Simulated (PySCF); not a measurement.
A species of formula C6H9ClSi has this rotational fingerprint, computed with wB97X-D/def2-SVPD in PySCF (dipole) on a GFN2-xTB geometry, gas phase:

* Rotational constants: A = 2332, B = 736.0, C = 618.5 MHz
* Dipole components: |μa| = 1.98 D, |μb| = 0.28 D, |μc| = 0.57 D
* Inertial defect: -86.22 u·Å²
* κ: -0.86

Problem. Which structure is it? (One computed conformer of each.)
A. `[Cl:1][CH2:2][CH2:3][SiH:4]1[CH:5]=[CH:6][CH:7]=[CH:8]1` with Cl1–C2–C3–Si4 -50°, C2–C3–Si4–C5 -167°
B. `[CH2:1]=[CH:2]/[CH:3]=[C:4](\[CH:5]=[CH2:6])[SiH2:7][Cl:8]` with C1–C2–C3–C4 180°, C3–C4–C5–C6 178°, C3–C4–Si7–Cl8 117°
C. `[CH3:1][C:2]#[C:3][C@H:4]1[CH2:5][Si@@H:6]([Cl:7])[CH2:8]1` with C3–C4–C5–Si6 134°, C4–C5–Si6–Cl7 -125°, C5–Si6–C8–C4 10°, C3–C4–C8–Si6 -134°
D. `[CH2:1]=[CH:2]/[CH:3]=[C:4](/[CH:5]=[CH2:6])[SiH2:7][Cl:8]` with C1–C2–C3–C4 -179°, C3–C4–C5–C6 -166°, C3–C4–Si7–Cl8 89°

Solution. B. It is C=C/C=C(\C=C)[SiH2]Cl, an asymmetric top, point group C1. The candidates at the same level (rigid rotor, commonest isotopes):

```json
{"SMILES": "ClCC[SiH]1C=CC=C1", "A (MHz)": "3228", "B (MHz)": "846.3", "C (MHz)": "715.1", "μa (D)": "0.17", "μb (D)": "1.81", "μc (D)": "0.69", "Δ (u·Å²)": "-47.02", "point group": "C1", "rotor": "asymmetric top"}
{"SMILES": "C=C/C=C(/C=C)[SiH2]Cl", "A (MHz)": "1562", "B (MHz)": "1012", "C (MHz)": "688.7", "μa (D)": "1.44", "μb (D)": "0.96", "μc (D)": "0.50", "Δ (u·Å²)": "-88.90", "point group": "C1", "rotor": "asymmetric top"}
{"SMILES": "C=C/C=C(\\C=C)[SiH2]Cl", "A (MHz)": "2332", "B (MHz)": "736.0", "C (MHz)": "618.5", "μa (D)": "1.98", "μb (D)": "0.28", "μc (D)": "0.57", "Δ (u·Å²)": "-86.22", "point group": "C1", "rotor": "asymmetric top"}
{"SMILES": "CC#C[C@H]1C[Si@@H](Cl)C1", "A (MHz)": "3088", "B (MHz)": "605.4", "C (MHz)": "560.7", "μa (D)": "1.13", "μb (D)": "0.78", "μc (D)": "0.00", "Δ (u·Å²)": "-97.18", "point group": "near Cs", "rotor": "near-prolate asymmetric top"}
```

`ClCC[SiH]1C=CC=C1` has A 38 % too high; `C=C/C=C(/C=C)[SiH2]Cl` has B 38 % too high; `CC#C[C@H]1C[Si@@H](Cl)C1` has A 32 % too high. No structure here is proved a minimum.
